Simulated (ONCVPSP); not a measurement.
**Before and after: ONCV potential for lanthanum (La)**

- Element: lanthanum
- Generator: ONCVPSP 4.0.1
- Type: optimised norm-conserving Vanderbilt (ONCV)
- Functional: PBE
- Relativity: scalar-relativistic
- Frozen core: [Kr] 4d10
- Valence charge: 11
- Reference configuration: 5s2 5p6 5d1.5 6s1.5
- Partial waves: 5s+6s: rc 2.70 bohr, ncon 4, nbas 8, qcut 4.9 1/bohr, 2 projectors; 5p: rc 2.70 bohr, ncon 4, nbas 8, qcut 4.7 1/bohr, 2 projectors, debl 3.8 Ha; 5d: rc 3.45 bohr, ncon 4, nbas 9, qcut 4.8 1/bohr, 1 projector; f scattering state at 0.07 Ha: rc 3.80 bohr, ncon 3, nbas 6, qcut 3.1 1/bohr, 1 projector
- Local potential: polynomial inside 2.60 bohr (lpopt 3, dvloc0 3 Ha)
- Core correction: Teter function fitted to the true core (icmod 2), fcfact 0.45

In the f channel the program set the typed energies aside and used -0.129 Ha.

Change: all radii but the core radius scaled by about 1.17 (s 3.16, p 3.16, d 4.04, f 4.44 bohr); local potential polynomial inside 3.04 bohr (lpopt 3, dvloc0 3 Ha).

Cutoffs: the cutoffs (Ha) at which the residual kinetic energy of the hardest occupied pseudo-wave falls to 1 and 0.1 mHa per electron; they do not see the model core or the augmentation charge, which bear on the density cutoff. Errors are all-electron minus pseudo energies relative to the spin-unpolarised reference configuration.

Problem. Predict the effect on cutoff, ghosts and configuration errors.

Solution. The potential gets softer (7.3 Ha and 9.0 Ha → 5.4 Ha and 7.6 Ha); of the 4 tests that both files solve, the error grows in 3 and shrinks in 0 by more than 15 % and 0.3 meV (median size 0.3 → 0.9 meV); neither file shows a bound ghost. A larger radius leaves more room for a smooth pseudo-wave, so fewer plane waves are needed. More of the atom is replaced by a form fitted at one configuration, so other configurations suffer.

```csv
quantity,base,changed
"cutoff, loose",7.3 Ha,5.4 Ha
"cutoff, tight",9.0 Ha,7.6 Ha
loose cutoff by channel,"s 7.3 Ha, p 4.8 Ha, d 5.8 Ha","s 5.2 Ha, p 5.3 Ha, d 5.4 Ha"
bound ghosts,none,none
GHOST(+) flags under 300 eV,none,none
"error for 5s2 5p6 5d1 6s2, meV [ΔE -0.35 eV]",-0.4,-0.5
"error for 5s2 5p6 5d1 6s1, meV [ΔE 5.62 eV]",-0.2,-1.2
"error for 5s2 5p6 5d1 6s0, meV [ΔE 16.51 eV]",-2.7,-7.9
"error for 5s2 5p6 5d1 6s1.5, meV [ΔE 2.05 eV]",-0.1,-0.5
"rms error of d²Exc/dni dnj with the model core, mHa",1.10,1.50
```
